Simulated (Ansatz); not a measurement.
Stepwise reaction of `[F][Sn]([F])([F])[Br]` with hydrogen chloride, as a gas-phase model of exchange steps in deposition or etching. ΔE in kJ/mol; ΔG adds harmonic PBE0-D4 terms to CCSD(T)/CBS, at 1 bar.

Gas-phase electronic energies from Ansatz, PBE0-D4/def2-TZVP geometries. CCSD(T)/CBS adds triple-zeta CCSD(T) − MP2 to the extrapolated MP2 energy (def2 sets, frozen cores). This one scheme is used for every species. Functionals use def2-TZVPP. B3LYP here is the variant with VWN-RPA as its local correlation; programs differ in this. def2 core potentials past Kr. For Br, Sn outer-core shells are correlated without core-valence functions, which leaves a few kJ/mol of doubt a bond. Scalar relativity is left out up to krypton.

```csv
step,reaction,PBE-D4,B3LYP-D4,ωB97M-V,CCSD(T)/CBS,ΔG(500 K)
2,`[F][Sn]([F])([Cl])[Br]` + HCl → `[F][Sn]([Cl])([Cl])[Br]` + H–F,-35.8,-36.1,-35.4,-40.0,-33.3
3,`[F][Sn]([Cl])([Cl])[Br]` + HCl → `[Cl][Sn]([Cl])([Cl])[Br]` + H–F,-34.0,-34.3,-33.8,-38.9,-27.5
```

(1) Give the row of step 1, `[F][Sn]([F])([F])[Br]` + HCl → `[F][Sn]([F])([Cl])[Br]` + H–F. (Best estimate.)

(2) By hand: ΔE of the 3 steps together at CCSD(T)/CBS.

Results:

(1) Computed: 
```tsv
step	reaction	PBE-D4	B3LYP-D4	ωB97M-V	CCSD(T)/CBS	ΔG(500 K)
1	`[F][Sn]([F])([F])[Br]` + HCl → `[F][Sn]([F])([Cl])[Br]` + H–F	-38.1	-38.4	-37.7	-41.7	-39.6
```

(2) (-41.7) + (-40.0) + (-38.9) = -120.6 kJ/mol, or -40.2 kJ/mol a step.

In ΔE the steps differ by no more than 2.8 kJ/mol. All are downhill at CCSD(T)/CBS. ΔG lies between -39.6 and -27.5 kJ/mol a step. PBE-D4 differs from CCSD(T)/CBS by 3.6 to 4.9 kJ/mol a step. Isolated molecules leave out the surface, adducts and barriers. Largest T1 diagnostic: 0.013.
